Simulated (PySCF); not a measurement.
## Electron correlation in O (oxygen, neutral)

[He] 2s2 2p4, high-spin 3P determinant. All numbers are calculated (PySCF 2.14, scalar relativity by spin-free X2C-1e, in x2c-TZVPall (5s3p2d1f, 31 functions)). Frozen: 1s2; 6 electrons correlated.

MP2 pair energies summed by pair of shells (mhartree):

| pair | energy | share (%) |
| --- | --- | --- |
| 2p-2p | -66.66 | 47.0 |
| 2s-2p | -64.89 | 45.8 |
| 2s-2s | -10.22 | 7.2 |

Total MP2 correlation energy: -141.77 mhartree.

Same-spin part -34.92 and opposite-spin part -106.85 mhartree; SCS-MP2 scales them by 1/3 and 6/5 to -139.86 mhartree.

| level | correlation energy (mhartree) |
| --- | --- |
| CCSD | -158.37 |
| (T) | -2.85 |
| CCSD(T) | -161.22 |

Diagnostics: T1 = 0.0064, D1 = 0.0103, largest double amplitude 0.043.

Cost of the coupled-cluster step: 0.29 s of wall time on 1 thread of Neoverse-V2 (shared host), for 6 correlated electrons.

Iterations:

```
CC2 = 0
CCSD nocc = (np.int64(4), np.int64(2)), nmo = (30, 30)
frozen orbitals [[0], [0]]
max_cycle = 100
direct = 0
conv_tol = 1e-08
conv_tol_normt = 1e-06
diis_space = 8
diis_start_cycle = 0
Init t2, MP2 energy = -0.141768374834514
Init E_corr(UCCSD) = -0.141768374840398
cycle = 1  E_corr(UCCSD) = -0.154722618510879  dE = -0.0129542437  norm(t1,t2) = 0.0273868
cycle = 2  E_corr(UCCSD) = -0.157205902199136  dE = -0.00248328369  norm(t1,t2) = 0.00962037
cycle = 3  E_corr(UCCSD) = -0.158400858098636  dE = -0.0011949559  norm(t1,t2) = 0.00463595
cycle = 4  E_corr(UCCSD) = -0.158340411302993  dE = 6.04467956e-05  norm(t1,t2) = 0.00137563
cycle = 5  E_corr(UCCSD) = -0.158363829802873  dE = -2.34184999e-05  norm(t1,t2) = 0.000343053
cycle = 6  E_corr(UCCSD) = -0.158368725381322  dE = -4.89557845e-06  norm(t1,t2) = 9.73333e-05
cycle = 7  E_corr(UCCSD) = -0.158367633580286  dE = 1.09180104e-06  norm(t1,t2) = 2.25689e-05
cycle = 8  E_corr(UCCSD) = -0.158367630583395  dE = 2.99689104e-09  norm(t1,t2) = 4.34264e-06
cycle = 9  E_corr(UCCSD) = -0.158367631265116  dE = -6.81721429e-10  norm(t1,t2) = 7.05079e-07
UCCSD converged
E(UCCSD) = -75.02624139945571  E_corr = -0.158367631265116
UCCSD(T) correction = -0.00284797618233055
```
